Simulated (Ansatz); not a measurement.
Two members of one family (Series GeX4), computed with Ansatz in the gas phase. The two geometries come from different levels. Binding counts from free atoms in the multiplicity of their measured ground term, without zero-point energy. The structures are stationary points that may keep the symmetry of their start.

First: GeF4 (singlet, charge 0, B3LYP-D4/def2-SVP geometry).

```xyz
5

Ge    0.000    0.000    0.000
F     1.190    0.742   -0.970
F     0.568   -1.516    0.535
F    -1.424   -0.217   -0.913
F    -0.334    0.991    1.347
```

| level | HOMO (eV) | LUMO (eV) | gap (eV) | binding per atom (eV) |
| --- | --- | --- | --- | --- |
| PBE-D4/def2-SVP | -10.12 | -2.90 | 7.22 | 4.09 |
| PBE-D4/def2-TZVP | -10.47 | -3.11 | 7.36 | 4.08 |
| B3LYP-D4/6-31G | -12.20 | -3.05 | 9.15 | 3.54 |
| PBE0-D4/def2-SVP | -12.47 | -1.87 | 10.60 | 3.85 |
| r2SCAN0-D4/def2-TZVP | -13.09 | -1.73 | 11.36 | 3.81 |

Second: GeH4 (singlet, charge 0, B3LYP-D4/def2-TZVP geometry).

```xyz
5

Ge    0.0000   -0.0001    0.0002
H     0.9432    1.1874    0.2391
H     0.0151   -0.9208    1.2289
H     0.4682   -0.7852   -1.2343
H    -1.4266    0.5187   -0.2339
```

Problem. Estimate the same table for the second.

Solution. 
```
               level  HOMO (eV)  LUMO (eV)  gap (eV)  binding per atom (eV)
     PBE-D4/def2-SVP      -8.29       0.73      9.02                   2.49
    PBE-D4/def2-TZVP      -8.35       0.17      8.52                   2.50
      B3LYP-D4/6-31G      -9.44       1.56     11.00                   2.50
    PBE0-D4/def2-SVP      -9.62       1.56     11.19                   2.51
r2SCAN0-D4/def2-TZVP      -9.88       1.41     11.30                   2.55
```
